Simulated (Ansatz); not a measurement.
Geometry optimisation, RKS PBE0/cc-pVDZ (Ansatz).

input.yaml

```yaml
crystal:
  periodic: [false, false, false]
  atoms:
    - { symbol: C, position_ang: [0.1403, -2.1654, -0.8654] }
    - { symbol: C, position_ang: [-0.685, -1.0918, -0.5077] }
    - { symbol: C, position_ang: [-0.285, 0.3347, -0.1948] }
    - { symbol: C, position_ang: [1.2947, 0.6527, -0.5299] }
    - { symbol: O, position_ang: [-1.06, 1.151, -1.0657] }
    - { symbol: Si, position_ang: [-0.5731, 0.7058, 1.7466] }
    - { symbol: H, position_ang: [-0.3271, -3.0833, -1.0977] }
    - { symbol: H, position_ang: [1.2072, -2.025, -0.9844] }
    - { symbol: H, position_ang: [-1.7529, -1.2493, -0.4135] }
    - { symbol: H, position_ang: [1.9259, 0.0425, 0.0851] }
    - { symbol: H, position_ang: [1.4418, 1.6999, -0.3263] }
    - { symbol: H, position_ang: [1.4371, 0.4748, -1.5741] }
    - { symbol: H, position_ang: [-0.8916, 0.90858, -2.01268] }
    - { symbol: H, position_ang: [-0.3401, 2.1473, 2.0115] }
    - { symbol: H, position_ang: [0.36, -0.1357, 2.5796] }
    - { symbol: H, position_ang: [-1.9766, 0.411, 2.124] }
basis:
  gaussian: { orbitals: cc-pVDZ }
hamiltonian:
  xc: pbe0
relax:
  f_tol: 0.015
  max_steps: 40
```

Launched with:

```bash
$ ansatz run input.yaml --threads 2 --pin off --max-ram 3072MiB --backend cpu --events-out ev --progress --plain --runs-dir out
```

Where does it end, and by what steps?

The run converged. After 9 steps the energy has fallen by 0.576 eV; H13 moved furthest, 0.28 Å.

```json
{"step": "0", "energy less start (eV)": "0.0000", "largest force component (eV/Å)": "3.984", "accepted": "yes"}
{"step": "1", "energy less start (eV)": "-0.4612", "largest force component (eV/Å)": "1.791", "accepted": "yes"}
{"step": "2", "energy less start (eV)": "-0.5431", "largest force component (eV/Å)": "0.555", "accepted": "yes"}
{"step": "3", "energy less start (eV)": "-0.5369", "largest force component (eV/Å)": "0.440", "accepted": "no"}
{"step": "4", "energy less start (eV)": "-0.5710", "largest force component (eV/Å)": "0.287", "accepted": "yes"}
{"step": "5", "energy less start (eV)": "-0.5746", "largest force component (eV/Å)": "0.077", "accepted": "yes"}
{"step": "6", "energy less start (eV)": "-0.5754", "largest force component (eV/Å)": "0.049", "accepted": "yes"}
{"step": "7", "energy less start (eV)": "-0.5756", "largest force component (eV/Å)": "0.057", "accepted": "yes"}
{"step": "8", "energy less start (eV)": "-0.5761", "largest force component (eV/Å)": "0.017", "accepted": "yes"}
{"step": "9", "energy less start (eV)": "-0.5762", "largest force component (eV/Å)": "0.009", "accepted": "yes"}
```

```xyz
16
Properties=species:S:1:pos:R:3
C 0.143 -2.123 -0.790
C -0.644 -1.076 -0.529
C -0.215 0.329 -0.218
C 1.241 0.626 -0.557
O -1.087 1.254 -0.877
Si -0.570 0.669 1.648
H -0.283 -3.109 -0.989
H 1.233 -2.045 -0.807
H -1.733 -1.211 -0.523
H 1.939 0.019 0.039
H 1.459 1.687 -0.370
H 1.439 0.416 -1.623
H -1.029 1.067 -1.825
H -0.319 2.117 1.944
H 0.337 -0.174 2.493
H -1.995 0.333 1.959
```

Whether the end is a true minimum wasn't checked by a vibrational analysis.

Time of the run: 68 s on 2 threads of Intel(R) Xeon(R) Platinum 8259CL CPU @ 2.50GHz (Skylake/Cascade Lake), with other jobs on the host, peak memory 0.41 GiB.
